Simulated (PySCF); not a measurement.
# How the method moves the proton affinities of boron trifluoride

Structure: `FB(F)F` (BF3). Non-hydrogen atoms are numbered in `[F:1][B:2]([F:3])[F:4]`.

All levels share the PBE0-D3(BJ)/def2-SVP structures and the PBE0-D3(BJ)/def2-SVP thermal terms; only the single-point energies (PySCF) change. Values are proton affinities (298 K, kJ/mol).

```jsonl
{"level": "PBE0-D3(BJ)/def2-SV(P)", "F1": "446", "time": "2.5 s"}
{"level": "PBE0-D3(BJ)/6-31G", "F1": "450", "time": "1.9 s"}
{"level": "PBE0-D3(BJ)/6-31+G*", "F1": "452", "time": "3.1 s"}
{"level": "LDA/def2-TZVP", "F1": "458", "time": "10 s"}
{"level": "PBE0-D3(BJ)/pcseg-1", "F1": "460", "time": "2.7 s"}
{"level": "PBE0-D3(BJ)/ma-def2-SVP", "F1": "464", "time": "3.4 s"}
{"level": "CAM-B3LYP-D3(BJ)/def2-TZVP", "F1": "467", "time": "7.4 s"}
{"level": "PBE0-D3(BJ)/aug-pcseg-1", "F1": "468", "time": "4.5 s"}
{"level": "BHandHLYP/def2-TZVP", "F1": "469", "time": "6 s"}
{"level": "HF/def2-TZVP", "F1": "471", "time": "2 s"}
{"level": "M06-2X/def2-TZVP (grid 3)", "F1": "471", "time": "13 s"}
{"level": "PBE0-D3(BJ)/def2-SVPD", "F1": "472", "time": "4.2 s"}
{"level": "PBE0-D3(BJ)/6-311+G**", "F1": "475", "time": "4.1 s"}
{"level": "PBE0-D3(BJ)/aug-cc-pVDZ", "F1": "477", "time": "4.7 s"}
{"level": "ωB97M-D3(BJ)/def2-TZVP (grid 3)", "F1": "477", "time": "12 s"}
{"level": "LC-ωPBE/def2-TZVP", "F1": "477", "time": "12 s"}
{"level": "PBE0-D3(BJ)/6-311++G(2d,2p)", "F1": "478", "time": "5.2 s"}
{"level": "B3LYP-D3(BJ)/def2-TZVP", "F1": "478", "time": "6 s"}
{"level": "HSE06/def2-TZVP", "F1": "479", "time": "13 s"}
{"level": "PBE0-D3(BJ)/ma-def2-TZVP", "F1": "479", "time": "7.1 s"}
{"level": "PBE0-D3(BJ)/def2-TZVP", "F1": "480", "time": "–"}
{"level": "PBE0-D3(BJ)/6-31G*", "F1": "480", "time": "2.6 s"}
{"level": "PBE0-D3(BJ)/def2-TZVPD", "F1": "480", "time": "8.4 s"}
{"level": "r2SCAN-D3(BJ)/def2-TZVP (grid 3)", "F1": "481", "time": "17 s"}
{"level": "PBE0-D3(BJ)/pcseg-2", "F1": "482", "time": "6.2 s"}
{"level": "PBE0-D3(BJ)/def2-SVP", "F1": "482", "time": "2.6 s"}
{"level": "PBE0-D3(BJ)/jun-cc-pV(T+d)Z", "F1": "482", "time": "8.5 s"}
{"level": "ωB97X-D3(BJ)/def2-TZVP", "F1": "483", "time": "7.1 s"}
{"level": "PBE0-D3(BJ)/aug-cc-pVTZ", "F1": "483", "time": "12 s"}
{"level": "BLYP-D3(BJ)/def2-TZVP", "F1": "484", "time": "12 s"}
{"level": "M06/def2-TZVP (grid 3)", "F1": "484", "time": "12 s"}
{"level": "PBE0-D3(BJ)/def2-TZVPP", "F1": "484", "time": "6.4 s"}
{"level": "PBE-D3(BJ)/def2-TZVP", "F1": "485", "time": "11 s"}
{"level": "PBE0-D3(BJ)/def2-QZVP", "F1": "485", "time": "17 s"}
{"level": "PBE0-D3(BJ)/cc-pVDZ", "F1": "485", "time": "2.8 s"}
{"level": "PBE0-D3(BJ)/cc-pVTZ", "F1": "486", "time": "6.1 s"}
{"level": "TPSSh-D3(BJ)/def2-TZVP (grid 3)", "F1": "487", "time": "13 s"}
{"level": "BP86-D3(BJ)/def2-TZVP", "F1": "487", "time": "12 s"}
{"level": "B97-2/def2-TZVP", "F1": "489", "time": "6.4 s"}
{"level": "TPSS-D3(BJ)/def2-TZVP (grid 3)", "F1": "490", "time": "18 s"}
{"level": "M06-L/def2-TZVP (grid 3)", "F1": "496", "time": "18 s"}
{"level": "OPBE/def2-TZVP", "F1": "505", "time": "12 s"}
```

Times are wall times for all single points of a level on 1 thread of Arm Neoverse N1, a shared host; the dash marks the run that also made the structures. BLYP, BP86, HSE06, LC-ωPBE, LDA, M06-L, OPBE, PBE, TPSS, r2SCAN ran on a slower path of this set-up, which computes the density-fitting integrals anew in every SCF cycle while the other levels store them. So the times needn't show the usual order of cost, and those levels read slower than they are.

Hartree-Fock leaves out electron correlation, so its proton affinities can be off by tens of kJ/mol.

The spread: 59 kJ/mol, from 446 to 505.
